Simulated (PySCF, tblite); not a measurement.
Isomers of C5H10O2SSi, one GFN2-xTB conformer each. Single-point energies are computed at PBE0/pcSseg-1 (PySCF, gas phase, no added dispersion term), electronic only.

```
            SMILES  GFN2-xTB relative energy (kJ/mol)
CC(=S)[SiH]1OCCCO1                                0.0
 CC[Si]1(OC=O)CSC1                              165.8
```

Conformers: `[CH3:1][C:2](=[S:3])[SiH:4]1[O:5][CH2:6][CH2:7][CH2:8][O:9]1` with C1–C2–Si4–O5 55°, C2–Si4–O5–C6 -147°, Si4–O5–C6–C7 47°, O5–C6–C7–C8 -61°, C6–C7–C8–O9 61°; `[CH3:1][CH2:2][Si:3]1([O:4][CH:5]=[O:6])[CH2:7][S:8][CH2:9]1` with C1–C2–Si3–O4 48°, C2–Si3–O4–C5 45°, Si3–O4–C5–O6 2°, C2–Si3–C7–S8 109°, Si3–C7–S8–C9 10°, C7–S8–C9–Si3 -10°, C2–Si3–C9–S8 -108°.

Task: What does PBE0/pcSseg-1 give for the same structures?

Result: 
| SMILES | PBE0/pcSseg-1 E (Eh) | PBE0/pcSseg-1 (kJ/mol) | GFN2-xTB (kJ/mol) | point group |
| --- | --- | --- | --- | --- |
| CC[Si]1(OC=O)CSC1 | -1034.01843 | 0.0 | 165.8 | C1 |
| CC(=S)[SiH]1OCCCO1 | -1034.01127 | 18.8 | 0.0 | near Cs |

GFN2-xTB puts CC(=S)[SiH]1OCCCO1 lowest instead. As drawn, the lower has a four-membered ring, a C=O bond and a C(=O)–O unit, which the higher lacks; the higher has a C=S bond, which the lower lacks.

Task: Which frontier levels, dipoles and rotational constants go with these structures?

Result: 
| SMILES | HOMO (eV, PBE0/pcSseg-1) | LUMO (eV) | dipole (D) | A, B, C (MHz) |
| --- | --- | --- | --- | --- |
| CC[Si]1(OC=O)CSC1 | -6.38 | -0.47 | 1.70 | 1849, 813.3, 682.5 |
| CC(=S)[SiH]1OCCCO1 | -6.26 | -2.36 | 4.17 | 2552, 690.6, 673.2 |

Task: What happens when harmonic zero-point energies from GFN2-xTB frequencies are added?

Result: 
```json
{"SMILES": "CC[Si]1(OC=O)CSC1", "ZPE (kJ/mol)": "376.5", "electronic (kJ/mol)": "0.0", "with ZPE (kJ/mol)": "0.0"}
{"SMILES": "CC(=S)[SiH]1OCCCO1", "ZPE (kJ/mol)": "380.1", "electronic (kJ/mol)": "18.8", "with ZPE (kJ/mol)": "22.4"}
```

The zero-point energies span 3.6 kJ/mol. The order is unchanged.
